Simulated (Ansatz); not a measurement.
Start from `N[Si](N)(Cl)Br` and change one atom or group to get `N[Si](O)(Cl)Br`.

Ansatz, PBE0-D4/def2-TZVP geometries, multiplicity 1. Each molecule was computed in one conformer, which needn't be the lowest.

Scalar relativity is left out up to krypton.

```tsv
property	`N[Si](N)(Cl)Br`
HOMO–LUMO gap (PBE0/def2-TZVPP) / eV	8.35
HOMO–LUMO gap (B3LYP/def2-TZVPP) / eV	7.76
ideal-gas entropy at 298 K and 1 bar (rigid rotor, harmonic PBE0-D4/def2-TZVP) / J/(mol·K)	365
HOMO energy (PBE/def2-TZVPP) / eV	-6.47
LUMO energy (B3LYP/def2-TZVPP) / eV	0.15
size of the dipole moment (PBE/def2-TZVPP) / D	2.43
```

**Question.** What does the change do to each property? (Best estimate.)

**Answer.** Computed: 
```json
{"property": "HOMO–LUMO gap (PBE0/def2-TZVPP) / eV", "`N[Si](O)(Cl)Br`": "8.30", "shift": "-0.05"}
{"property": "HOMO–LUMO gap (B3LYP/def2-TZVPP) / eV", "`N[Si](O)(Cl)Br`": "7.69", "shift": "-0.07"}
{"property": "ideal-gas entropy at 298 K and 1 bar (rigid rotor, harmonic PBE0-D4/def2-TZVP) / J/(mol·K)", "`N[Si](O)(Cl)Br`": "362", "shift": "-3"}
{"property": "HOMO energy (PBE/def2-TZVPP) / eV", "`N[Si](O)(Cl)Br`": "-6.64", "shift": "-0.17"}
{"property": "LUMO energy (B3LYP/def2-TZVPP) / eV", "`N[Si](O)(Cl)Br`": "-0.09", "shift": "-0.24"}
{"property": "size of the dipole moment (PBE/def2-TZVPP) / D", "`N[Si](O)(Cl)Br`": "2.89", "shift": "0.46"}
```

With PBE0 the HOMO falls by 0.18 eV and the LUMO falls by 0.23 eV, so the gap narrows by about 0.05 eV. PBE moves the HOMO by -0.17 eV and ωB97M-V by -0.18 eV. The zero-point energy changes by -32.3 kJ/mol with -3 modes. Dipoles are sizes alone; their direction can turn.

B3LYP here is the variant with VWN-RPA as its local correlation; programs differ in this.

Spin–orbit coupling is left out; it splits and shifts lone-pair levels of the heavy atoms by tenths of an eV.
